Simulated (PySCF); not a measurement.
**Rhodium: a sound run and one with changed settings**

Sound run: Rh²⁺ [Kr] 4d7, Rh³⁺ [Kr] 4d6. Computed with PySCF 2.14 in cc-pVTZ-PP with ECP28MDF (5s5p4d2f1g, 63 functions), with a scalar-relativistic core potential. The sound run starts from symmetry-adapted Hartree-Fock orbitals and uses a fine grid where one is needed.

A second run was set up differently.

| species | method | sound run (hartree) | changed run (hartree) | converged |
| --- | --- | --- | --- | --- |
| Rh²⁺ | UHF | -108.56625 | -108.56625 | yes |
| Rh²⁺ | M06-L | -109.27296 | -109.31999 | yes |
| Rh²⁺ | M06-2X | -109.09486 | -109.09536 | yes |
| Rh³⁺ | UHF | -107.48937 | -107.48937 | yes |
| Rh³⁺ | M06-L | -108.13666 | -108.16191 | yes |
| Rh³⁺ | M06-2X | -107.94788 | -107.94475 | yes |

Ionisation energy of Rh²⁺:

| method | sound run (eV) | changed run (eV) |
| --- | --- | --- |
| UHF | 29.303 | 29.303 |
| M06-L | 30.920 | 31.513 |
| M06-2X | 31.211 | 31.310 |

(1) What was changed?
A. minimal basis
B. basis contracted for another Hamiltonian
C. too few SCF iterations
D. angular grid far too coarse

Answers

(1) D. It used 26 angular points. A coarse angular grid integrates products of high-l functions wrongly, so density functionals can shift, and the SCF can exploit the error; Hartree-Fock and MP2 need no grid.
